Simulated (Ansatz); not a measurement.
In4Sb5H16, a cluster cut from zinc blende InSb (hydrogen-capped). Total charge 0; doublet. Geometry r2SCAN-D4/def2-SVP, that of the charge +1 singlet; atoms count from 1.

Cartesian coordinates in Å:
```
Sb 2.7469 1.0542 -1.0405
Sb -1.0302 2.9080 0.4520
Sb -1.1417 -0.3069 -2.5084
Sb 1.2857 -2.8399 0.1029
Sb -2.4922 -0.9883 1.5950
In 0.2756 2.1366 -1.9635
In 3.3305 -0.9464 1.0279
In -1.5280 1.4355 2.9436
In -1.4465 -2.4531 -0.6170
H 3.6728 2.4442 -0.7298
H 3.5354 0.6336 -2.4860
H -0.2752 4.3813 0.8334
H -2.4818 3.5914 -0.1088
H -0.5338 -0.9591 -3.9531
H -2.6804 0.0964 -3.1017
H 1.8925 -3.7481 -1.1992
H 1.2054 -4.1336 1.2010
H -4.1303 -0.8032 1.1820
H -2.7382 -2.1979 2.7623
H 0.3053 3.2522 -3.2660
H 4.8213 -1.6418 0.5673
H 2.6270 -0.2700 2.4342
H -2.9263 2.1563 3.6093
H 0.0427 0.9972 3.4626
H -2.3361 -3.7989 -1.1996
```

In the def2 sets In, Sb take a core potential; there is no spin–orbit coupling. Single mean-field runs in def2-TZVP are fitted with def2-universal-jkfit.

Problem. Estimate the Mulliken populations from the PBE0/def2-TZVP orbitals of Ansatz.

Solution. 
| atom | charge (e) | spin (α − β) |
| --- | --- | --- |
| Sb1 | -0.14 | 0.03 |
| Sb2 | -0.14 | 0.03 |
| Sb3 | -0.10 | -0.01 |
| Sb4 | -0.14 | 0.03 |
| Sb5 | -0.14 | 0.03 |
| In6 | 0.25 | 0.18 |
| In7 | 0.24 | 0.05 |
| In8 | 0.24 | 0.04 |
| In9 | 0.25 | 0.18 |
| H10 | 0.02 | 0.01 |
| H11 | 0.03 | -0.01 |
| H12 | 0.02 | 0.01 |
| H13 | 0.03 | -0.01 |
| H14 | 0.01 | 0.02 |
| H15 | 0.01 | 0.02 |
| H16 | 0.03 | -0.01 |
| H17 | 0.02 | 0.01 |
| H18 | 0.03 | -0.01 |
| H19 | 0.02 | 0.01 |
| H20 | -0.11 | 0.14 |
| H21 | -0.08 | 0.04 |
| H22 | -0.07 | 0.01 |
| H23 | -0.08 | 0.04 |
| H24 | -0.07 | 0.01 |
| H25 | -0.11 | 0.14 |
Mulliken values depend strongly on the basis.

Problem. Where does the spin sit?

Solution. Summed by element: Sb 0.10, In 0.45, H 0.45, of 1 unpaired in all. Largest on single atoms: In6 0.18, In9 0.18, H20 0.14.

Problem. And the Mayer bond orders between heavy atoms (over 0.3)?

Solution. Sb1–In6 0.65 (2.85 Å); Sb1–In7 0.59 (2.94 Å); Sb2–In6 0.65 (2.85 Å); Sb2–In8 0.59 (2.94 Å); Sb3–In6 0.57 (2.88 Å); Sb3–In9 0.57 (2.88 Å); Sb4–In7 0.59 (2.94 Å); Sb4–In9 0.65 (2.85 Å); Sb5–In8 0.59 (2.94 Å); Sb5–In9 0.65 (2.85 Å).
